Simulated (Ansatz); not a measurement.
The cluster NiS2, 3 atoms. Hardware: 4 threads of Arm Neoverse V1 on a shared host.

Correlated methods freeze 15 core orbitals; core or outer-core shells of Ni are correlated, in sets that lack core-valence functions. In CCSD on the charge 1 doublet the largest single amplitude is 0.82, so its Hartree–Fock determinant may place the open shell otherwise than the density functionals do.

Problem. How many basis functions does each of these Ansatz runs have, and roughly what does it cost? CCSD(T)/def2-TZVPP, charge 0 triplet, energy, from earlier orbitals; B2PLYP/def2-TZVP, charge 0 singlet, energy, from earlier orbitals; PBE0-D4/def2-TZVPD, charge -1 doublet at the geometry of the charge 0 singlet, energy; CCSD(T)/def2-TZVPD, charge 0 singlet, energy, from earlier orbitals; PBE0-D4/def2-TZVP, charge 0 triplet, energy, from earlier orbitals; BHLYP-D4/def2-TZVP, charge 0 singlet, energy, from earlier orbitals; r2SCAN-D4/def2-TZVP, charge 0 triplet, energy, from earlier orbitals; PBE-D4/def2-TZVPD, charge 0 singlet, energy, from earlier orbitals; PBE0-D4/def2-TZVP, charge 0 singlet, energy and forces, from earlier orbitals; PBE-D4/def2-TZVP, charge 1 doublet at the geometry of the charge 0 singlet, energy, from earlier orbitals; CCSD(T)/def2-TZVPP, charge 1 doublet at the geometry of the charge 0 singlet, energy, from earlier orbitals; CCSD(T)/def2-TZVPP, charge 0 singlet, energy, from earlier orbitals.

Solution. Other jobs shared the machine, so times can vary by a factor of up to 3. A dash marks memory too small to be measured apart from the calling script's.

| run | functions | fitting or Cholesky vectors | wall time | peak host memory (GiB) |
| --- | --- | --- | --- | --- |
| PBE-D4/def2-TZVPD, charge 0 singlet, energy, from earlier orbitals | 140 | 1048 | 2.4 s | – |
| B2PLYP/def2-TZVP, charge 0 singlet, energy, from earlier orbitals | 119 | 877 | 2.4 s | – |
| BHLYP-D4/def2-TZVP, charge 0 singlet, energy, from earlier orbitals | 119 | 1154 | 3.3 s | – |
| r2SCAN-D4/def2-TZVP, charge 0 triplet, energy, from earlier orbitals | 119 | 969 | 4.5 s | – |
| PBE-D4/def2-TZVP, charge 1 doublet at the geometry of the charge 0 singlet, energy, from earlier orbitals | 119 | 969 | 5 s | – |
| PBE0-D4/def2-TZVP, charge 0 triplet, energy, from earlier orbitals | 119 | 877 | 5 s | – |
| PBE0-D4/def2-TZVP, charge 0 singlet, energy and forces, from earlier orbitals | 119 | 877 | 5.5 s | – |
| CCSD(T)/def2-TZVPP, charge 0 singlet, energy, from earlier orbitals | 148 | 931 | 21 s | 0.7 |
| PBE0-D4/def2-TZVPD, charge -1 doublet at the geometry of the charge 0 singlet, energy | 140 | 1199 | 36 s | 0.73 |
| CCSD(T)/def2-TZVPP, charge 0 triplet, energy, from earlier orbitals | 148 | 931 | 37 s | 1.5 |
| CCSD(T)/def2-TZVPD, charge 0 singlet, energy, from earlier orbitals | 140 | 1010 | 41 s | 0.89 |
| CCSD(T)/def2-TZVPP, charge 1 doublet at the geometry of the charge 0 singlet, energy, from earlier orbitals | 148 | 931 | 48 s | 1.5 |
